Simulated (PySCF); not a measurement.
BrGaH2O2. Atoms are numbered in the order given.

```xyz
6

Ga    -0.0024     0.7476     0.0000
Br    -0.0155    -1.5207     0.0000
O     -1.5409     1.6171     0.0000
H     -1.4245     2.5741     0.0000
O      1.5084     1.6757     0.0000
H      2.3040     1.1328     0.0000
```

Geometry: PBE0-D3(BJ)/def2-SVP. The structure was generated by enumeration; whether it is a known compound was not checked. Other conformers were not sampled.

Method: PBE0/pcSseg-1 (PySCF).

GIAO shieldings, no solvent; atoms listed in one row are averaged. δ = σ(ref) − σ: ¹⁷O against H2O (σ = 334.2 ppm); ¹H against TMS (σ = 31.56 ppm), references at their B3LYP-D3(BJ)/def2-TZVP geometries, non-relativistic (without spin–orbit terms, shifts of atoms bonded to Cl or Br come out too high).

Computed chemical shifts:
```json
[
 {"nucleus": "¹⁷O", "atoms": "O5", "count": "1", "δ (ppm)": "76.7"},
 {"nucleus": "¹⁷O", "atoms": "O3", "count": "1", "δ (ppm)": "52.8"},
 {"nucleus": "¹H", "atoms": "H6", "count": "1", "δ (ppm)": "2.65"},
 {"nucleus": "¹H", "atoms": "H4", "count": "1", "δ (ppm)": "2.42"}
]
```
